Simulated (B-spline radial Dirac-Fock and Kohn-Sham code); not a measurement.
Binding energies of Sn⁴⁺ at several levels of theory

System: the Sn⁴⁺ ion, [Kr] 4d10.

The density-functional columns are spherical, spin-unpolarised Dirac-Kohn-Sham results without Breit or QED terms: −ε is minus the orbital energy of the initial state and ΔSCF the difference of two total energies. The reference in the last column comes from Dirac-Fock energy differences between relaxed states, corrected for Breit and QED terms. All numbers are from a B-spline atomic structure program, in eV; a selection of levels is shown. For the 1s level of heavy atoms much of the gap between ΔSCF and the reference is the Breit and QED part, -96.0 eV here; for other levels the error of the functional can be larger.

| level | LDA −ε | LDA ΔSCF | PBE −ε | PBE ΔSCF | Dirac-Fock |
| --- | --- | --- | --- | --- | --- |
| 1s | 29002.7 | 29340.5 | 29036.6 | 29375.4 | 29253.4 |
| 2s | 4414.4 | 4475.5 | 4418.4 | 4479.3 | 4525.1 |
| 2p1/2 | 4128.8 | 4204.4 | 4130.1 | 4205.7 | 4210.9 |
| 2p3/2 | 3898.4 | 3969.7 | 3899.5 | 3970.6 | 3983.4 |
| 3s | 885.9 | 907.9 | 887.1 | 908.9 | 940.7 |
| 3p1/2 | 769.7 | 792.2 | 770.0 | 792.4 | 813.0 |
| 3p3/2 | 727.6 | 749.5 | 727.8 | 749.6 | 770.5 |
| 3d3/2 | 521.2 | 545.1 | 520.8 | 544.7 | 546.9 |
| 3d5/2 | 512.5 | 536.2 | 512.1 | 535.7 | 538.4 |
| 4s | 176.1 | 187.1 | 176.2 | 187.2 | 198.6 |
| 4p1/2 | 137.3 | 148.0 | 137.2 | 147.9 | 154.6 |
| 4p3/2 | 129.7 | 140.1 | 129.6 | 140.1 | 147.0 |
| 4d3/2 | 68.55 | 77.93 | 68.31 | 77.71 | 76.15 |
| 4d5/2 | 67.46 | 76.78 | 67.23 | 76.57 | 75.09 |

Question: Order the estimates of the K (1s) level by their distance from the Dirac-Fock value, nearest first.
A. PBE −ε
B. LDA ΔSCF
C. LDA −ε
D. PBE ΔSCF

Answer: B (87.1 eV), D (122.0 eV), A (216.8 eV), C (250.7 eV).

For the outermost level NIST gives 77.03 ± 0.04 eV (measured); the differences from it are LDA −ε -9.57, LDA ΔSCF -0.25, PBE −ε -9.80, PBE ΔSCF -0.46, Dirac-Fock -1.94 eV.

Values without a named source are computed, but for edge energies of neutral atoms, which are taken from tables.
